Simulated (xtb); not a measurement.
xtb input (GFN2-xTB):

```bash
xtb mol.xyz --gfn 2 --ohess tight --chrg -2 --uhf 0
```
mol.xyz:
```
2

C     -0.02518227     0.01575444    -0.66101721
C      0.03518408     0.02977644     0.64226612
```

End of the output:

```
           -------------------------------------------------
          | TOTAL ENERGY               -3.919197650600 Eh   |
          | TOTAL ENTHALPY             -3.912477425319 Eh   |
          | TOTAL FREE ENERGY          -3.934247629009 Eh   |
          | GRADIENT NORM               0.000003243049 Eh/α |
          | HOMO-LUMO GAP               3.958077406436 eV   |
           -------------------------------------------------

------------------------------------------------------------------------
------------------------------------------------------------------------
 total:
Note: The following floating-point exceptions are signalling: IEEE_DIVIDE_BY_ZERO IEEE_DENORMAL
normal termination of xtb
 SCF:
 ANC optimizer:
 analytical hessian:
```
